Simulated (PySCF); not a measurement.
C2H6FNSi2, SMILES F[Si@H]1C=C[Si@H]1N.

Geometry: B3LYP-D3(BJ)/def2-SVP. The structure was generated by enumeration; whether it is a known compound was not checked. One conformer was computed; it need not be the lowest.

Calculation: TDA-PBE0/def2-SVPD in PySCF.

Vertical excitations. 

```
state  energy (eV)  λ (nm)      f                                                                 main pairs
-----  -----------  ------  -----  -------------------------------------------------------------------------
S1            4.61     269  0.001                                                             HOMO→LUMO 98 %
S2            5.46     227  0.017                                                           HOMO→LUMO+1 87 %
S3            5.73     216  0.008                       HOMO−1→LUMO 67 %, HOMO−2→LUMO 16 %, HOMO→LUMO+1 11 %
S4            6.34     195  0.015                       HOMO→LUMO+2 62 %, HOMO−3→LUMO 11 %, HOMO−2→LUMO 11 %
S5            6.49     191  0.023                                         HOMO−3→LUMO 68 %, HOMO→LUMO+2 19 %
S6            6.66     186  0.031                                       HOMO→LUMO+3 52 %, HOMO−1→LUMO+1 29 %
S7            6.69     185  0.014  HOMO−1→LUMO+1 49 %, HOMO→LUMO+3 15 %, HOMO−2→LUMO 10 %, HOMO−2→LUMO+1 8 %
S8            6.80     182  0.007                                                           HOMO→LUMO+4 64 %
S9            7.03     176  0.040                    HOMO−2→LUMO+1 49 %, HOMO→LUMO+4 19 %, HOMO−3→LUMO+1 8 %
S10           7.25     171  0.131  HOMO−2→LUMO+1 25 %, HOMO→LUMO+5 23 %, HOMO−4→LUMO 10 %, HOMO−3→LUMO+1 9 %
T1            4.16     298      0                         HOMO−2→LUMO 46 %, HOMO→LUMO 35 %, HOMO−1→LUMO 12 %
T2            4.42     281      0                         HOMO→LUMO 59 %, HOMO−2→LUMO 20 %, HOMO−1→LUMO 11 %
T3            4.78     259      0                                                           HOMO→LUMO+1 90 %
T4            5.08     244      0                                         HOMO−1→LUMO 63 %, HOMO−2→LUMO 27 %
```
Triplets are in the Tamm–Dancoff approximation.
